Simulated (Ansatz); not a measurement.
BrH₃O₃Ti (`[OH][Ti]([OH])([OH])[Br]`) at its PBE0-D4/def2-TZVP geometry, where that method's forces vanish. The species carries charge 0 and has multiplicity 1.

```xyz
8

O    -1.1301   -1.0989   -0.6810
Ti   -0.0937    0.0516    0.1917
O     0.8742   -0.8489    1.3901
O     0.9930    0.9279   -0.9097
Br   -1.4975    1.6478    1.2633
H    -1.9882   -1.0511   -1.1043
H     1.7644   -0.6797    1.7051
H     1.0779    1.0513   -1.8553
```

Problem. What forces (eV/Å) does B3LYP-D4/def2-TZVPP give on these atoms in Ansatz 0.2.0? (An estimate is asked.)

Solution. The calculation gave: 
```
O1  -0.193 -0.245 -0.151
Ti2 -0.082  0.107  0.062
O3   0.173 -0.185  0.234
O4   0.213  0.177 -0.202
Br5 -0.132  0.155  0.109
H6  -0.040 -0.014 -0.035
H7   0.042 -0.011  0.028
H8   0.019  0.016 -0.046
```

B3LYP here is the variant with VWN-RPA as its local correlation; programs differ in this.
